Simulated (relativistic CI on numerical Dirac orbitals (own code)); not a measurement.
**Slater and spin-orbit integrals, Co+**

These numbers are calculated, not measured: Dirac-Coulomb-Breit CI, KLI orbitals optimised for each configuration, model QED (radiative potential, 1s self-energy scaled to tabulated hydrogen-like ionisation energies), valence Slater integrals scaled by 0.85, P86 correlation energy added to each configuration (own radial code, finite nucleus).

Slater integrals F^k, G^k are unscaled and averaged over j, outside the closed core [Ar]; ζ comes from projecting the Hamiltonian with its Breit term on Σ l·s of the shell.

- 3d8: F^2(3d,3d) = 83527, F^4(3d,3d) = 51448, ζ(3d) = 449.83 cm⁻¹; <r>(3d) = 1.107, <r^2>(3d) = 1.64 (bohr units).
- 3d7 4s: F^2(3d,3d) = 90499, F^4(3d,3d) = 56049, ζ(3d) = 506.93, G^2(3d,4s) = 11561 cm⁻¹; <r>(3d) = 1.033, <r^2>(3d) = 1.403, <r>(4s) = 2.649, <r^2>(4s) = 8.079 (bohr units).
- 3d7 4p: F^2(3d,3d) = 91510, F^4(3d,3d) = 56727, ζ(3d) = 512.82, F^2(3d,4p) = 15052, G^1(3d,4p) = 6471.6, G^3(3d,4p) = 5188.2, ζ(4p) = 351.81 cm⁻¹; <r>(3d) = 1.023, <r^2>(3d) = 1.365, <r>(4p) = 3.414, <r^2>(4p) = 13.49 (bohr units).

Problem. Give the Racah parameters of the d shell in 3d8.

Solution. B = F²/49 − 5F⁴/441 = 1121 cm⁻¹ and C = 35F⁴/441 = 4083 cm⁻¹; values fitted to spectra at such low charge are typically 15 to 30 % smaller.

In this model ζ of a weakly bound d, f or g electron outside closed shells comes out too small, for d by up to a factor of two or three and at times with the wrong sign; that of an outer p electron is too small as well.

For a near-neutral ion this model can misplace configurations by up to about 10,000 cm⁻¹ (more where the count of f electrons changes) and terms by 10 to 25 % of their spread. Rates follow the energies as ν³ (E1, M1) or ν⁵ (E2), so they and the lifetimes can be off by large factors. The fine structure of a lone outer electron comes out too small, for d and f at times inverted, and misplaced configurations move strength between like terms. 25 of the 25 excited levels that our extract of the measured tables holds in this range could be paired (the sources list more); they are missed by 8078 cm⁻¹ on average and 9740 at most, and levels without a partner can miss by more. Some levels of the ground configuration have no partner and can miss by 10 % or more. The computed lowest level isn't the tabulated ground level, which NIST ASD gives as 3d8 3F4.

Averages of the first 10 configurations, taken without configuration mixing, which lowers the lowest level and can move excited configurations by several eV; other configurations of the list can lie among them:

```tsv
Configuration	Parity	States	Average energy above the lowest level (eV)
3d8	even	45	1.8
3d7 4s	even	240	2.9
3d7 4p	odd	720	7.9
3d6 4s2	even	210	8.8
3d7 5s	even	240	12.1
3d6 4s 4p	odd	2520	13.4
3d7 4d	even	1200	12.8
3d7 5p	odd	720	13.6
3d7 4f	odd	1680	15.4
3d7 5d	even	1200	15.4
```
